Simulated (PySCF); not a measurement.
[ZnH3]- at several levels of theory

All levels use the PBE0 minimum (singlet; Zn–H 1.650 Å (×3); H–Zn–H 120.0° (×3)), basis [Zn def2-TZVPD, H def2-TZVPD], no relativity, density fitting, no spin–orbit coupling, PySCF. For vertical energies the ionised species is a doublet (spins chosen at PBE0 and kept). Open shells are unrestricted, also as the reference of the correlated levels. A dash marks a value that was not computed or is not defined at that level.

| level | vertical detachment energy (eV) | −ε(HOMO) (eV) | gap (eV) |
| --- | --- | --- | --- |
| PBE0 | 3.44 | 1.35 | 4.76 |
| HF | 2.97 | 4.14 | 8.36 |
| MP2 | 3.57 | – | – |
| PBE | 3.30 | 0.25 | 3.26 |
| CCSD(T) | 3.56 | – | – |
| r2SCAN | 3.34 | 0.47 | 3.95 |
| B3LYP | 3.51 | 1.19 | 4.45 |
| TPSSh | 3.36 | 0.80 | 4.08 |
| M06-2X | 3.61 | 2.43 | 5.76 |

For ZnH₃⁻ itself CCSD(T) correlates 24 electrons; T1 = 0.016, D1 = 0.041, (T) = -34 kJ/mol.

(1) Which levels differ least and most from CCSD(T) in the vertical detachment energy?

Answers

(1) Least: MP2 (+0.01 eV); most: HF (-0.59 eV).

The lowest empty level of this anion is unbound, so it and the gap depend on the basis.
